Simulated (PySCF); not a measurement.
## PBE on Si (silicon, neutral)

Configuration: [Ne] 3s1 3p2 4s1, high-spin 5P determinant (an excited configuration). Computed with PySCF 2.14 in aug-cc-pV(T+d)Z with one added diffuse shell each of s, p, d, f type (7s6p5d3f, 71 functions), with the non-relativistic Hamiltonian (point nucleus).

| Item | Value |
| --- | --- |
| Total energy | -288.8610 hartree |
| One-electron energy | -397.4561 hartree |
| Hartree (Coulomb) energy | 129.1191 hartree |
| Exchange-correlation energy | -20.5240 hartree |
| Kinetic energy | 287.99252 hartree |
| ⟨S²⟩ | 6.0000 |
| ⟨L²⟩ | 2.176 |
| Sum of ⟨r⟩ | 17.83 bohr |
| Sum of ⟨r²⟩ | 67.43 bohr² |
| Traceless quadrupole moment −½Σ⟨3z² − r²⟩ along its main axis | -3.99 e·bohr² |
| Density at the nucleus (Gaussians lack the cusp) | 1730 bohr⁻³ |
| Spin density at the nucleus | 5.40 bohr⁻³ |
| Langevin diamagnetic susceptibility | -53.4 ×10⁻⁶ cm³/mol |

```json
{"shell": "1s α", "electrons": "1", "mean orbital energy (eV)": "-1788.1", "spread (eV)": "0", "rms radius, mean of both spins (bohr)": "0.129"}
{"shell": "1s β", "electrons": "1", "mean orbital energy (eV)": "-1787.8", "spread (eV)": "0", "rms radius, mean of both spins (bohr)": "0.129"}
{"shell": "2s α", "electrons": "1", "mean orbital energy (eV)": "-144.93", "spread (eV)": "0", "rms radius, mean of both spins (bohr)": "0.622"}
{"shell": "2s β", "electrons": "1", "mean orbital energy (eV)": "-144.44", "spread (eV)": "0", "rms radius, mean of both spins (bohr)": "0.622"}
{"shell": "2p α", "electrons": "3", "mean orbital energy (eV)": "-101.74", "spread (eV)": "0.275", "rms radius, mean of both spins (bohr)": "0.603"}
{"shell": "2p β", "electrons": "3", "mean orbital energy (eV)": "-101.19", "spread (eV)": "0.501", "rms radius, mean of both spins (bohr)": "0.603"}
{"shell": "3s α", "electrons": "1", "mean orbital energy (eV)": "-16.071", "spread (eV)": "0", "rms radius, mean of both spins (bohr)": "2.19"}
{"shell": "3p α", "electrons": "2", "mean orbital energy (eV)": "-8.683", "spread (eV)": "0", "rms radius, mean of both spins (bohr)": "2.62"}
{"shell": "4s α", "electrons": "1", "mean orbital energy (eV)": "-2.008", "spread (eV)": "0", "rms radius, mean of both spins (bohr)": "6.77"}
```

The outer electron is Rydberg-like, and this basis confines it to a smaller radius and binds it less than a complete one would.
